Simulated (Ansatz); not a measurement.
Task: Name a neutral molecule of Br, C, F, Si and H with HOMO energy (PBE0/def2-TZVPP) between -7.30 and -7.00 eV and LUMO energy (B3LYP/def2-TZVPP) between -0.65 and -0.35 eV (Ansatz, PBE0-D4/def2-TZVP geometry).

Result: `F[C@H]1C[Si@@H]1Br` (-7.22 eV, -0.58 eV). Other molecules can fit too; these were computed, each in one conformer that needn't be the lowest.

B3LYP here is the variant with VWN-RPA as its local correlation; programs differ in this.
